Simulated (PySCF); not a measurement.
**`CC(=O)[Si@@H]([SiH3])[GeH3]`, C₂H₁₀GeOSi₂**

Cartesian coordinates in Å; atom numbers follow the order of the lines, from 1:
```xyz
16

C    -2.3092   -1.1019   -0.0625
C    -0.8602   -1.1333    0.3434
O    -0.4539   -1.8396    1.2378
Si    0.4188    0.0218   -0.5765
Si   -0.0825    2.2573   -0.0694
Ge    2.5436   -0.6510    0.2502
H    -2.4057   -1.3548   -1.1307
H    -2.7089   -0.0813    0.0577
H    -2.8903   -1.8071    0.5484
H     0.2868   -0.1594   -2.0600
H    -1.4608    2.5996   -0.5432
H    -0.0243    2.4574    1.4111
H     0.8942    3.1808   -0.7240
H     2.7459   -2.1597    0.0331
H     3.6671    0.1126   -0.4790
H     2.6319   -0.3322    1.7518
```

Level of theory: GIAO KT3/pcSseg-1 magnetisability, rotational g tensor and spin-rotation constants, non-relativistic, gas phase in PySCF. Geometry: PBE0-D3(BJ)/def2-SVP.

The calculation is non-relativistic, which matters for the atoms heavier than Zn.

How diamagnetic is it, and how anisotropic?

Isotropic -1437 × 10⁻³⁰ J/T², or -86.5 × 10⁻⁶ cm³/mol; principal values -1540, -1523, -1247 × 10⁻³⁰ J/T², anisotropy 285 × 10⁻³⁰ J/T² (root of half the summed squared differences of the principal values). The susceptibility is in cgs units.

Split it along the inertial axes a, b, c into diamagnetic and paramagnetic parts about the centre of mass, with the quadrupole moment.


```csv
axis,χ (10⁻⁶ cm³/mol),diamagnetic (10⁻⁶ cm³/mol),paramagnetic (10⁻⁶ cm³/mol),summed x² of all electrons (Å²),quadrupole Θ (D Å)
a,-87.8,-906.9,819.0,272.4,+6.94
b,-85.2,-1322.8,1237.6,174.3,-5.97
c,-86.5,-1895.1,1808.6,39.4,-0.97
```
Anisotropies 2χaa − χbb − χcc = -4.0 and 2χbb − χaa − χcc = +4.0 × 10⁻⁶ cm³/mol. Θ is traceless in Buckingham's convention.

And the rotational g tensor?


| axis | rotational constant (GHz) | g | nuclear part | electronic part |
| --- | --- | --- | --- | --- |
| a | 1.5599 | -0.0253 | 0.5750 | -0.6002 |
| b | 0.9558 | -0.0132 | 0.5425 | -0.5557 |
| c | 0.6506 | -0.0095 | 0.5433 | -0.5528 |

Asymmetric top; isotopes 12C, 74Ge, 1H, 16O, 28Si; no vibrational averaging.
